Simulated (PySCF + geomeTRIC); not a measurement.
The multiplicity is imposed and other spin states were not computed.

All values below come from BP86-D3(BJ)/def2-SVP in PySCF + geomeTRIC. fastk is a local helper that only speeds up exchange builds. No frequencies were computed at this level.

```python
import json, numpy as np
from pyscf import gto, dft
from fastk import lowrank_exchange
atoms = """
Cd     0.000000     0.000000     0.000000
F      1.407812    -0.687963    -1.062357
F     -1.407812     0.687963     1.062357
"""
def scf(charge, spin, dm0=None):
    mol = gto.M(atom=atoms, basis='def2-svp', ecp={'Cd': 'def2-svp'}, charge=charge, spin=spin, verbose=3, max_memory=3780)
    mf = dft.KS(mol, xc='bp86').density_fit(auxbasis="def2-universal-jkfit")
    mf.disp = 'd3bj'
    mf.grids.level = 3
    mf.conv_tol = 1e-8
    mf.max_cycle = 120
    mf.level_shift = 0.25
    mf.kernel(dm0)
    if not mf.converged:
        mf = mf.newton().run(mf.mo_coeff, mf.mo_occ).undo_soscf()
    return mf
mf = scf(0, 0)
from pyscf.geomopt.geometric_solver import kernel as optimize
path = []
done, mol = optimize(mf, maxsteps=120, assert_convergence=False, callback=lambda env: path.append((env["energy"], bool(env["g_scanner"].converged))))
res = dict(converged=bool(done and path[-1][1]), energy=path[-1][0], path=[e for e, c in path], xyz=mol.atom_coords(unit="Angstrom").tolist(), nao=mol.nao)
json.dump(res, open("result.json", "w"))
```

Output:

```
converged SCF energy = -367.379500429951
Geometry optimization cycle 1
converged SCF energy = -367.379500424347
cycle 1: E = -367.379500424  dE = -367.38  norm(grad) = 0.0231554
Geometry optimization cycle 2
converged SCF energy = -367.380573006874
cycle 2: E = -367.380573007  dE = -0.00107258  norm(grad) = 0.00400084
Geometry optimization cycle 3
converged SCF energy = -367.380616216526
cycle 3: E = -367.380616217  dE = -4.32097e-05  norm(grad) = 0.000627656
Geometry optimization cycle 4
converged SCF energy = -367.380628131446
cycle 4: E = -367.380628131  dE = -1.19149e-05  norm(grad) = 0.000579204
Geometry optimization cycle 5
converged SCF energy = -367.380651414692
cycle 5: E = -367.380651415  dE = -2.32832e-05  norm(grad) = 0.00240034
Geometry optimization cycle 6
converged SCF energy = -367.380664405034
cycle 6: E = -367.380664405  dE = -1.29903e-05  norm(grad) = 0.00122815
Geometry optimization cycle 7
converged SCF energy = -367.380675128753
cycle 7: E = -367.380675129  dE = -1.07237e-05  norm(grad) = 0.000163562
Geometry optimization cycle 8
converged SCF energy = -367.380675860453
cycle 8: E = -367.38067586  dE = -7.317e-07  norm(grad) = 0.000194709
<class 'geometric.internal.Distance'> : 2
<class 'geometric.internal.LinearAngle'> : 2
<class 'geometric.internal.TranslationX'> : 1
<class 'geometric.internal.TranslationY'> : 1
<class 'geometric.internal.TranslationZ'> : 1
<class 'geometric.internal.RotationA'> : 1
<class 'geometric.internal.RotationB'> : 1
<class 'geometric.internal.RotationC'> : 1
Step    0 : Gradient = 1.337e-02/1.637e-02 (rms/max) Energy = -367.3795004243
Step    1 : Displace = 3.542e-02/4.338e-02 (rms/max) Trust = 1.000e-01 (=) Grad = 2.310e-03/2.829e-03 (rms/max) E (change) = -367.3805730069 (-1.073e-03) Quality = 0.795
Step    2 : Displace = 5.099e-03/6.245e-03 (rms/max) Trust = 1.414e-01 (+) Grad = 3.624e-04/4.438e-04 (rms/max) E (change) = -367.3806162165 (-4.321e-05) Quality = 1.165
Step    3 : Displace = 1.486e-03/1.819e-03 (rms/max) Trust = 2.000e-01 (+) Grad = 3.344e-04/4.096e-04 (rms/max) E (change) = -367.3806281314 (-1.191e-05) Quality = 1.496
Step    4 : Displace = 3.245e-03/3.975e-03 (rms/max) Trust = 2.828e-01 (+) Grad = 1.386e-03/1.697e-03 (rms/max) E (change) = -367.3806514147 (-2.328e-05) Quality = 0.810
Step    5 : Displace = 1.625e-03/1.990e-03 (rms/max) Trust = 3.000e-01 (+) Grad = 7.091e-04/8.684e-04 (rms/max) E (change) = -367.3806644050 (-1.299e-05) Quality = 1.957
Step    6 : Displace = 1.827e-03/2.237e-03 (rms/max) Trust = 3.000e-01 (=) Grad = 9.443e-05/1.157e-04 (rms/max) E (change) = -367.3806751288 (-1.072e-05) Quality = 1.618
Step    7 : Displace = 6.334e-05/7.758e-05 (rms/max) Trust = 3.000e-01 (=) Grad = 1.124e-04/1.377e-04 (rms/max) E (change) = -367.3806758605 (-7.317e-07) Quality = 1.744
Converged! =D
```

Cost: about 50 core-seconds (a rough figure).
